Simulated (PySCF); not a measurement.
These 4 structures share the formula C9H10OS. Computed with PySCF, PBE0-D3(BJ)/def2-SVP geometry optimisation, gas phase. Energies are electronic, without zero-point or thermal terms, for one conformer each. No frequencies were run at this level. Point groups hold within 0.08 Å.

Question: Rank from lowest to highest electronic energy at this level (kcal/mol).
A. `[CH3:1][S@@:2](=[O:3])[c:4]1[cH:5][cH:6][cH:7][c:8]2[c:9]1[CH2:10][CH2:11]2` with C1–S2–C4–C5 -110°
B. `[CH3:1][c:2]1[cH:3][cH:4][c:5]2[c:6]([cH:7]1)[S@@:8](=[O:9])[CH2:10][CH2:11]2` with C5–C6–S8–O9 -85°, C6–S8–C10–C11 -33°, S8–C10–C11–C5 36°, C4–C5–C11–C10 160°
C. `[CH2:1]=[CH:2][c:3]1[cH:4][cH:5][c:6]([S@@:7]([CH3:8])=[O:9])[cH:10][cH:11]1` with C1–C2–C3–C4 0°, C5–C6–S7–C8 -102°
D. `[CH3:1][S:2][c:3]1[cH:4][cH:5][c:6]([C:7]([CH3:8])=[O:9])[cH:10][cH:11]1` with C1–S2–C3–C4 180°, C5–C6–C7–C8 -1° (4'-(methylthio)acetophenone)

Answer: D (0.0), B (27.8), C (51.2), A (56.8).

As drawn, the lowest has a C=O bond, which the highest lacks; the highest has a four-membered ring and an S=O bond, which the lowest lacks.

```json
{"SMILES": "CSc1ccc(C(C)=O)cc1", "E (Eh)": "-821.35581", "E rel (kcal/mol)": "0.0", "dipole (D)": "2.58", "point group": "Cs", "A, B, C (MHz)": "2964, 451.6, 393.9"}
{"SMILES": "Cc1ccc2c(c1)[S@@](=O)CC2", "E (Eh)": "-821.31154", "E rel (kcal/mol)": "27.8", "dipole (D)": "4.18", "point group": "C1", "A, B, C (MHz)": "1928, 722.6, 569.7"}
{"SMILES": "C=Cc1ccc([S@@](C)=O)cc1", "E (Eh)": "-821.27420", "E rel (kcal/mol)": "51.2", "dipole (D)": "3.88", "point group": "C1", "A, B, C (MHz)": "2788, 478.5, 436.8"}
{"SMILES": "C[S@@](=O)c1cccc2c1CC2", "E (Eh)": "-821.26525", "E rel (kcal/mol)": "56.8", "dipole (D)": "4.39", "point group": "C1", "A, B, C (MHz)": "1707, 758.7, 571.0"}
```
